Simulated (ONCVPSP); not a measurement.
Which setting gave this result? (F (Z = 9), ONCV)

Base potential:

ONCVPSP 4.0.1 input, shortened (lines: element, Z, core and valence counts, functional; n l f; lmax; l rc ep ncon nbas qcut; lloc lpopt rc5 dvloc0; l nproj debl; icmod fcfact rcfact), PBE, scalar-relativistic:

```
  F 9.00    1    2        4      upf
    1    0    2.00
    2    0    2.00
    2    1    5.00
    2
    0    0.70    0.00    3    8   10.20
    1    1.80    0.00    4    9    6.70
    2    1.80    0.06    3    7    4.60
    4    2    0.55    0.00
    0    2    2.80
    1    2    0.80
    2    2    0.40
    3    3.50    1.30
```

Cutoffs, loose and tight: the cutoffs (Ha) at which the residual kinetic energy of the hardest occupied pseudo-wave falls to 1 and 0.1 mHa per electron. They do not see the model core or the augmentation charge, which bear on the density cutoff. Test errors are all-electron minus pseudo excitation energies from the reference, over the configurations 2s2 2p4; 2s2 2p3; 2s2 2p2; 2s1 2p6; variants that change the core or the reference have their own tests.

Only the scale of all radii but the core radius (base = 1) is moved:

```csv
scale of all radii but the core radius (base = 1),"cutoff, loose","cutoff, tight",bound ghosts,largest test error (meV)
0.77,58 Ha,210 Ha,none,+1831
0.98,51 Ha,253 Ha,none,+3401
1.1,46 Ha,136 Ha,none,+4408
1.18,43 Ha,67 Ha,none,+5170
1.29,39 Ha,48 Ha,none,+6259
```

One more run gave cutoff, loose: 53 Ha; cutoff, tight: 283 Ha; bound ghosts: none; largest test error (meV): +2776. Which value of the scale of all radii but the core radius (base = 1) was used?

0.9. The loose cutoff moves one way along this sweep, from 58 Ha at 0.77 to 39 Ha at 1.29, which places the run between 0.77 and 0.98.
